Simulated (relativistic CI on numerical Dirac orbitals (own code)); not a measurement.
**W V: calculation against measurement**

Method of calculation: Dirac-Coulomb-Breit CI, separate exchange-only KLI orbitals for each configuration, a model potential for QED, valence Slater integrals scaled by 0.85, P86 correlation energy added to each configuration (own radial code, finite nucleus).

CI space (outside the closed core [Kr] 4d10 5s2): 4f14.5p6.5d2, 4f14.5p6.5d.6s, 4f14.5p6.6s2, 4f14.5p6.5d.6p, 4f14.5p6.5d.5f, 4f14.5p6.5d.5g, 4f14.5p6.6s.6p, 4f14.5p6.5d.7s, 4f14.5p6.5f2, 4f14.5p6.5d.6d, 4f14.5p5.5d3, 4f14.5p6.5d.7p, 4f14.5p6.6p2, 4f14.5p6.5d.7d, 4f14.5p6.5d.6f, 4f13.5p6.5d3. Levels of other configurations are missing.

```
 Configuration  Term (tabulated)  J  Measured (cm⁻¹)  Computed  Error  Purity (%)
  4f14.5p6.5d2                3F  2              0.0         0      0          91
  4f14.5p6.5d2                3F  4          11519.4     10492  -1027          93
  4f14.5p6.5d2                3P  0          12838.7     12679   -160          94
  4f14.5p6.5d2                1D  2          13741.5     13323   -418          57
  4f14.5p6.5d2                3P  1          16330.6     15729   -601         100
  4f14.5p6.5d2                1G  4          22345.8     21663   -683          93
  4f14.5p6.5d2                3P  2          22615.4     21419  -1196          65
  4f14.5p6.5d2                1S  0          43110.1     41427  -1683          93
4f14.5p6.5d.6s                3D  1          58514.2     63270   4756         100
4f14.5p6.5d.6s                3D  2          60295.5     65001   4705          90
4f14.5p6.5d.6s                3D  3          66657.7     70782   4125         100
4f14.5p6.5d.6s                1D  2          72958.7     77359   4400          88
4f14.5p6.5d.6p               3F°  2         118662.8    122010   3347          68
```

Measured levels from measured levels as listed in J. Phys. B 45, 065001 (2012); pairs were made by configuration, J and term (by order where the table uses no LS term), so strongly mixed levels may be paired wrongly.

Mean error by configuration (cm⁻¹): 4f14.5p6.5d2 -824; 4f14.5p6.5d.6s 4496; 4f14.5p6.5d.6p 3347. Over the excited levels the mean absolute error is 2258 cm⁻¹ (12 of the 12 excited levels that our extract of the source holds in range could be paired), and the median relative error of those above 1,000 cm⁻¹ is 4.6 %. Some levels of the ground configuration have no partner.
